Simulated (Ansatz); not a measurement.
Basis sets compared for the cluster Ge₃O₉H₆. The state is a singlet with charge 0. Geometry PBE-D4/def2-SVP. Ansatz on 4 threads of Intel Xeon on a shared host; times are rough, and most runs start from earlier orbitals.

```xyz
18

Ge   -2.126   -0.066    0.499
Ge    1.275   -1.027   -1.253
Ge    0.579    2.077   -0.716
O    -2.149    2.096    0.476
O     1.465   -2.492   -2.005
O    -0.831    1.482    0.814
O     2.530   -0.331   -0.043
O     0.246   -1.793    0.525
O    -1.011    2.706   -1.607
O     2.771   -1.357    0.973
O    -2.537   -0.248    2.241
O     0.380    0.435   -1.650
H     0.089   -2.704    0.191
H     3.467   -1.905    0.546
H    -1.206    2.043   -2.304
H    -2.186    0.477    2.796
H    -1.873    2.458   -0.519
H     1.114   -1.851    1.035
```

The structure holds 2 bonds between oxygen atoms, so isomers without such links may lie far lower. The structure comes from a short search, and lower isomers may exist.

Binding counts from free atoms (Ge triplet, O triplet, H doublet) in the same basis, without a counterpoise term.

```tsv
level	functions	energy (Eh)	HOMO (eV)	LUMO (eV)	binding per atom (eV)	wall time
PBE-D4/def2-SVP	252	-6908.7205	-6.03	-2.44	3.74	12 s
PBE0-D4/def2-SVP	252	-6908.8122	-7.50	-1.45	3.48	24 s
```

Q: Estimate the rows for PBE-D4/def2-TZVP, PBE0-D4/def2-TZVP.

A: 
| level | functions | energy (Eh) | HOMO (eV) | LUMO (eV) | binding per atom (eV) | wall time |
| --- | --- | --- | --- | --- | --- | --- |
| PBE-D4/def2-TZVP | 459 | -6910.3469 | -6.29 | -2.71 | 3.71 | 30 s |
| PBE0-D4/def2-TZVP | 459 | -6910.4352 | -7.65 | -1.67 | 3.47 | 98 s |
